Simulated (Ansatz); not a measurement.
Reaction (formal exchange of groups at the Si–S bond): `O[SiH2]S[SiH2]Cl` + `O[SiH2][SiH3]` → `O[SiH2][SiH2][SiH2]Cl` + `O[SiH2]S`

Program: Ansatz. Geometries: PBE0-D4/def2-TZVP. ΔE: electronic, gas phase. CBS: MP2 limit from def2 TZ/QZ plus the TZ coupled-cluster correction, frozen cores. DFT in def2-TZVPP. One conformer a species, not always the lowest.

```csv
species,ωB97X-V energy (Eh)
`O[SiH2]S[SiH2]Cl`,-1515.60235
`O[SiH2][SiH3]`,-657.78283
`O[SiH2][SiH2][SiH2]Cl`,-1408.04709
`O[SiH2]S`,-765.31422
```

Q: Work out ΔE.

A: ΔE = (-1408.04709) + (-765.31422) − (-1515.60235) − (-657.78283) = 0.02387 Eh = +62.7 kJ/mol. CCSD(T)/CBS gives +64.1 kJ/mol.

Largest T1 diagnostic among the species: 0.012.

The D4 term adds +6.9 kJ/mol with B3LYP and +3.5 kJ/mol with PBE0; it sums over pairs of atoms, weighted by their polarisabilities, and B3LYP, whose exchange is more repulsive, gets the larger term. From PBE to PBE0 (25 % exact exchange), in def2-TZVPP and without D4, ΔE moves by +4.2 kJ/mol.

B3LYP here is the variant with VWN-RPA as its local correlation; programs differ in this.
